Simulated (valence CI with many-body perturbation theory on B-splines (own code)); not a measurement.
## Missing levels of C⁺

Level of theory: relativistic CI+MBPT: three valence electrons over a frozen Dirac-Fock core [He], a basis of 11 s, 11 p, 9 d, 7 f, 5 g, 2 h, 1 i functions for each j, with the one-electron correlation potential Σ1, the two-electron term Σ2, the three-electron term Σ3, Breit, model QED; selected CI, second order for the rest (own B-spline code, finite nucleus).

Set against measurement, 29 paired levels are off by 41 cm⁻¹ on average, the worst by 104. These come from a selection out of the NIST Handbook of Basic Atomic Spectroscopic Data. Levels without a partner in it may be off by more.

| Level | E (cm⁻¹) |
| --- | --- |
| 2s2.2p 2P°_1/2 | 0.0 |
| 2s2.2p 2P°_3/2 | 63.3 |
| 2s.2p2 4P_1/2 | 42966 |
| 2s.2p2 4P_3/2 | ? |
| 2s.2p2 4P_5/2 | 43017 |
| 2s.2p2 2D_5/2 | ? |
| 2s.2p2 2D_3/2 | ? |
| 2s.2p2 2S_1/2 | 96576 |
| 2s.2p2 2P_1/2 | 110728 |
| 2s.2p2 2P_3/2 | 110768 |
| 2s2.3s 2S_1/2 | 116523 |
| 2s2.3p 2P°_1/2 | 131687 |
| 2s2.3p 2P°_3/2 | 131698 |
| 2p3 4S°_3/2 | 142062 |
| 2s2.3d 2D_3/2 | ? |
| 2s2.3d 2D_5/2 | 145520 |
| 2p3 2D°_5/2 | ? |
| 2p3 2D°_3/2 | 150511 |
| 2s2.4s 2S_1/2 | 157182 |
| 2s2.4p 2P°_1/2 | ? |

Problem. The levels stand in rising order. What does the calculation give for the missing energies?

Solution. 2s.2p2 4P_3/2 42988; 2s.2p2 2D_5/2 74972; 2s.2p2 2D_3/2 74974; 2s2.3d 2D_3/2 145519; 2p3 2D°_5/2 150504; 2s2.4p 2P°_1/2 162469.
